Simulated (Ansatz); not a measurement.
C2H6S, charge +1, doublet, at a GFN2-xTB geometry (a state made from the parent by changing its charge; the spin is typed, not shown lowest); BLYP/def2-SV(P) run with Ansatz (a quantum-chemistry and plane-wave program).

Here is a job for Ansatz.
Ansatz 0.2 input:
```yaml
crystal:
  periodic: [false, false, false]
  atoms:
    - {symbol: C, position_ang: [-1.43904182, 0.84595927, -0.02512524]}
    - {symbol: C, position_ang: [-0.62941912, -0.39779366, -0.25262934]}
    - {symbol: S, position_ang: [1.12093642, -0.32276953, 0.12537437]}
    - {symbol: H, position_ang: [-2.47668716, 0.65734324, -0.29457637]}
    - {symbol: H, position_ang: [-1.08365230, 1.68105082, -0.62984764]}
    - {symbol: H, position_ang: [-1.41735694, 1.16234491, 1.01832992]}
    - {symbol: H, position_ang: [-1.02183050, -1.25009889, 0.32381392]}
    - {symbol: H, position_ang: [-0.69358380, -0.73987672, -1.29740673]}
    - {symbol: H, position_ang: [1.16889363, 0.96455548, 0.54022447]}
basis:
  gaussian:
    orbitals: def2-SV_P_.json
hamiltonian:
  xc: blyp
total_charge: 1
magnetization: {spin_polarized: true, initial_magnetization: 1}
```
The basis file holds def2-SV(P) in the JSON format of the Basis Set Exchange.

What the program printed (banner, timings and long lists left out):

```
Functional definition: BLYP
821 factors; their error is unknown
mean field evaluation 1: about -12972.6613 eV, gradient 6.0e1 eV
mean field evaluation 2: about -12886.3796 eV, gradient 1.2e2 eV
mean field evaluation 4: about -12990.2732 eV, gradient 1.2e1 eV
mean field evaluation 8: about -12991.2685 eV, gradient 6.8e-2 eV
mean field evaluation 16: about -12991.2261 eV, gradient 3.7e-5 eV
mean field evaluation 32: about -12989.0367 eV, gradient 1.8e-2 eV
mean field -12991.22606311 eV, -477.4187520500 hartree, gradient 5.5e-6 eV, S^2 0.752245; 4 other end points of the search recorded, 0 dependent functions left out
reference -12991.22632948 eV, -477.4187618389 hartree; 17, 16 occupied and 41, 42 virtual orbitals, 821 factors
Total energy: -12991.22632948 eV, -477.4187618389 hartree
```
